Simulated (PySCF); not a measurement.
Ge(OH)2(SH)2 (GeH4O2S2), SMILES [OH][Ge]([OH])([SH])[SH]. Geometry: PBE0-D3(BJ)/def2-SVP. This is a generated structure with no PubChem entry under its InChIKey; it may be hypothetical. The values are those of a single conformer.

Level of theory: PBE0-D3(BJ)/def2-SVP run with PySCF 2.14.0.

Harmonic wavenumbers (cm⁻¹): 89, 122, 151, 178, 206, 218, 236, 272, 293, 397, 446, 706, 723, 748, 761, 893, 913, 2715, 2715, 3886, 3888. Rotational constants (GHz): 2.678, 1.612, 1.439; symmetry number 2.

Q: Work out the zero-point energy and the ideal-gas rigid-rotor harmonic-oscillator thermochemistry at 298.15 K and 1 atm.

A: ZPE = ½ Σ hcν = ½ × 20555 cm⁻¹ = 122.95 kJ/mol. H − E(el) = 149.27 kJ/mol. Entropy in J/(mol K): translation 173.00, rotation 112.81, vibration 99.70, total 385.51. G − E(el) = 34.33 kJ/mol. Cp = 131.18 J/(mol K). Modes under 150 cm⁻¹ make the vibrational entropy uncertain.
